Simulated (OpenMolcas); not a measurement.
## Ir3+: moving or changing the point charges

Ir3+ among 4 point charges of -2.5 e arranged as a tetrahedron (Td), 1.84 Å from the ion.
```
   1.0623    1.0623    1.0623  -2.50
   1.0623   -1.0623   -1.0623  -2.50
  -1.0623    1.0623   -1.0623  -2.50
  -1.0623   -1.0623    1.0623  -2.50
```

| Quantity | Value |
| --- | --- |
| Program | OpenMolcas 26.06 |
| Method | SS-CASPT2, IPEA 0.25 Eh, imaginary shift 0.1 Eh (closed shells correlated: 4f 5s 5p) |
| Basis | ANO-RCC-VTZP [8s7p5d3f1g] |
| Scalar Hamiltonian | DKH2, point nucleus |
| Active space | 6 electrons in 5 orbitals (5d) |
| State averaging | 2S+1 = 5 even, 5 roots; 2S+1 = 3 even, 45 roots; 2S+1 = 1 even, 50 roots |
| Spin-orbit coupling | RASSI with atomic mean-field integrals over the reference wave functions |

Runs around this geometry, states (labels of Td). Energies in cm-1 above the lowest state or level, χT in cm3 K/mol.

```
R (Å)  q (e)  Ground state  First state of that spin  First gap with spin-orbit (degeneracies)  χT at 300 K  First state of another spin
 1.84     -2            5E                  5T2 4120                                270 (1, 3)        4.346                    3T1 14030
 1.84   -2.5            5E                  5T2 3070                                270 (1, 3)        4.366                    3T1 13670
 1.92   -2.5            5E                  5T2 3400                                250 (1, 3)        4.447                    3T1 14220
```

Scaling the charges by -2 / -2.5 = 0.80 scales the first state of the same spin by 4120 / 3070 = 1.34; with fixed orbitals a first-order splitting would follow the charge.

Roots that are degenerate in the reference are averaged as groups; the widest CASPT2 spread within a group is 420 cm-1 (the 3-fold group of multiplicity 3 near 41600 cm-1 above the lowest state of its run, R = 1.84, q = -2). Shifts and gaps below about the spread of the groups concerned are not significant. An orbital doublet at a regular site is open to a Jahn-Teller distortion, which this geometry leaves out. Point charges give a weaker field than real ligands, and real ions of this kind are as a rule low spin; the high spin found here belongs to the model. The ground term spreads over less than 5000 cm-1, several times less than with real ligands, so orbital moments are less quenched and χT lies further from the spin-only value than at real sites. Free-ion shares, where given, are those of the reference states; single-state CASPT2 does not remix them. Spin-orbit coupling mixes the spin-free states strongly: the lowest level takes only 66 % from its leading state, 5E (figures for R = 1.84, q = -2; the like holds for R = 1.84, q = -2.5, R = 1.92, q = -2.5). Point charges carry no covalency, so the field is a model and not that of real ligands. No measured value stands beside these numbers.
